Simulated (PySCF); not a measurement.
CI2, SMILES I[C]I (connectivity only; charge and spin as stated), neutral, multiplicity 1.

Geometry: B3LYP-D3(BJ)/def2-TZVP. The def2 effective core potentials stand for the cores of I; spin–orbit coupling is left out.

Computed with r2SCAN/def2-TZVPD run with PySCF.

Symmetry labels are those of the subgroup C2v that the program uses (full group C2v).

Computed valence orbital energies around the gap with their symmetry:
| orbital | symmetry | energy (eV) |
|---|---|---|
| HOMO−7 | B2 | -18.56 |
| HOMO−6 | A1 | -14.51 |
| HOMO−5 | B2 | -9.94 |
| HOMO−4 | A1 | -8.69 |
| HOMO−3 | B1 | -8.68 |
| HOMO−2 | A2 | -7.40 |
| HOMO−1 | B2 | -6.82 |
| HOMO | A1 | -6.07 |
| LUMO | B1 | -4.49 |
| LUMO+1 | A1 | -2.56 |
| LUMO+2 | B2 | -1.05 |
| LUMO+3 | A1 | 0.63 |
